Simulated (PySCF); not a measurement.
Species: CH7ClP2Si.
SMILES: `P[SiH](P)CCl`

Jobs on this species (12 atoms, 74 electrons) with PySCF (density fitting). Hardware of each: one thread of an Arm Neoverse N1, no GPU (shared host). Times come from a shared host and carry two figures at best. Peak memory is the resident size of the whole Python process, interpreter and libraries included.

| level and settings | work | basis functions | SCF cycles | wall time | peak memory |
| --- | --- | --- | --- | --- | --- |
| delta-SCF UKS PBE, pcX-2 on the ionised atom, pcseg-1 elsewhere, spin-free X2C | ΔSCF core ionisation, 7 holes | 163 | ? | ? | ? |
| PBE0-D3(BJ)/def2-SVP, grid level 1 | geometry optimisation from a GFN2-xTB start shaken at random | 121 | 73 | 1.9 min | 0.51 GiB |
| delta-SCF UKS SCAN, pcX-1 on the ionised atom, pcseg-1 elsewhere, spin-free X2C | ΔSCF core ionisation, 7 holes | 143 | 99 | 64 s | 0.55 GiB |
| delta-SCF UKS SCAN, def2-TZVP on the ionised atom, pcseg-1 elsewhere, spin-free X2C | ΔSCF core ionisation, 7 holes | 140 | 95 | 70 s | 0.55 GiB |
| delta-SCF UKS SCAN, pcX-2 on the ionised atom, pcseg-1 elsewhere, spin-free X2C | ΔSCF core ionisation, 7 holes | 163 | 98 | 77 s | 0.52 GiB |
| delta-SCF UKS SCAN, pcX-2 on the ionised atom, pcseg-1 elsewhere, non-relativistic | ΔSCF core ionisation, 7 holes | 163 | 99 | 75 s | 0.55 GiB |
| delta-SCF UKS HF, pcX-2 on the ionised atom, pcseg-1 elsewhere, spin-free X2C | ΔSCF core ionisation, 7 holes | 163 | 87 | 74 s | 0.65 GiB |
| delta-SCF UKS B3LYP, pcX-2 on the ionised atom, pcseg-1 elsewhere, spin-free X2C | ΔSCF core ionisation, 7 holes | 163 | 91 | 1.9 min | 0.65 GiB |
| delta-SCF UKS PBE0, pcX-2 on the ionised atom, pcseg-1 elsewhere, spin-free X2C | ΔSCF core ionisation, 7 holes | 163 | 90 | 1.9 min | 0.68 GiB |

Problem. Fill in the missing figures.

Solution. 
- delta-SCF UKS PBE, pcX-2 on the ionised atom, pcseg-1 elsewhere, spin-free X2C; ΔSCF core ionisation, 7 holes: 52 s, 0.57 GiB, 98 SCF cycles

Problem. What do all jobs in the table cost together?

Solution. About 13 min; the longest takes about 15 % of that, and about 2.2 times as long as the shortest.
